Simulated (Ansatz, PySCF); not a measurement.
trifluoromethoxyethane (C3H5F3O), SMILES CCOC(F)(F)F. Atoms are numbered in the order given.

```xyz
12

C      2.7161     0.1101    -0.5857
C      1.2313     0.1074    -0.8756
O      0.5423    -0.0424     0.3760
C     -0.7941    -0.0477     0.3232
F     -1.2917     1.0950    -0.1829
F     -1.2731    -1.0439    -0.4432
F     -1.2680    -0.2008     1.5515
H      3.0181    -0.8317    -0.1038
H      3.2802     0.2210    -1.5241
H      2.9786     0.9438     0.0825
H      0.9108     1.0501    -1.3485
H      0.9509    -0.7274    -1.5386
```

Coordinates come from a ωB97X-D3(BJ)/def2-SVP optimisation. The values are those of a single conformer.

Two levels are set side by side: PBE-D3(BJ)/def2-SVP (Ansatz, an electronic-structure program) and ωB97X-D3(BJ)/def2-SVP (PySCF). Each level has its own optimised geometry; the coordinates shown are those of the second. Frequencies come from the Hessian of PySCF at each geometry. Differences are taken from unrounded values.

| quantity | ωB97X-D3(BJ) |
|---|---|
| mean bond length (Å) | 1.255 |
| bond C1–C2 (Å) | 1.513 |
| bond C2–O3 (Å) | 1.437 |
| bond O3–C4 (Å) | 1.337 |
| bond C4–F5 (Å) | 1.345 |
| bond C4–F6 (Å) | 1.345 |
| bond C4–F7 (Å) | 1.325 |
| bond C1–H8 (Å) | 1.100 |
| bond C1–H9 (Å) | 1.100 |
| bond C1–H10 (Å) | 1.100 |
| bond C2–H11 (Å) | 1.102 |
| bond C2–H12 (Å) | 1.102 |
| highest harmonic wavenumber (cm⁻¹) | 3185 |
| mean harmonic wavenumber (cm⁻¹) | 1271 |
| zero-point energy (kcal/mol) | 54.51 |

Question: What does PBE-D3(BJ) give, and how far is it from ωB97X-D3(BJ)? (The exact figures need the calculation; the answer reports its results.)

Answer: 
| quantity | PBE-D3(BJ) | PBE-D3(BJ) minus ωB97X-D3(BJ) |
|---|---|---|
| mean bond length (Å) | 1.264 | 0.009 |
| bond C1–C2 (Å) | 1.514 | 0.001 |
| bond C2–O3 (Å) | 1.445 | 0.009 |
| bond O3–C4 (Å) | 1.346 | 0.008 |
| bond C4–F5 (Å) | 1.360 | 0.015 |
| bond C4–F6 (Å) | 1.360 | 0.015 |
| bond C4–F7 (Å) | 1.337 | 0.012 |
| bond C1–H8 (Å) | 1.108 | 0.007 |
| bond C1–H9 (Å) | 1.108 | 0.007 |
| bond C1–H10 (Å) | 1.108 | 0.007 |
| bond C2–H11 (Å) | 1.111 | 0.009 |
| bond C2–H12 (Å) | 1.111 | 0.009 |
| highest harmonic wavenumber (cm⁻¹) | 3085 | -100 |
| mean harmonic wavenumber (cm⁻¹) | 1216 | -55 |
| zero-point energy (kcal/mol) | 52.17 | -2.34 |

GGA bonds tend to be longer and softer than those of functionals with exact exchange. Differences between two approximate levels are no errors against the true value.
